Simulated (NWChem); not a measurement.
Species: MoH4F2; SMILES [F][MoH4][F]

Program: NWChem. def2 effective core potentials on Mo; no spin-orbit coupling. Each level has its own optimisation; frequencies are unscaled.

```
level                                                 r F–Mo (Å)  highest harmonic frequency (cm⁻¹)  lowest (cm⁻¹)  zero-point energy (kcal/mol)
----------------------------------------------------  ----------  ---------------------------------  -------------  ----------------------------
B3LYP/3-21G (all-electron, non-relativistic)               1.873                               1991            151                          22.3
Hartree-Fock/STO-3G (all-electron, non-relativistic)           ?                                  ?              ?                             ?
PBE-D3(BJ)/def2-SVP (core potentials)                      1.874                               2076            132                          21.7
```

Problem. Some entries are withheld; supply them.

Solution. 
- Hartree-Fock/STO-3G (all-electron, non-relativistic), r F–Mo (Å): 1.762
- Hartree-Fock/STO-3G (all-electron, non-relativistic), highest harmonic frequency (cm⁻¹): 2641
- Hartree-Fock/STO-3G (all-electron, non-relativistic), lowest (cm⁻¹): 211
- Hartree-Fock/STO-3G (all-electron, non-relativistic), zero-point energy (kcal/mol): 28.6
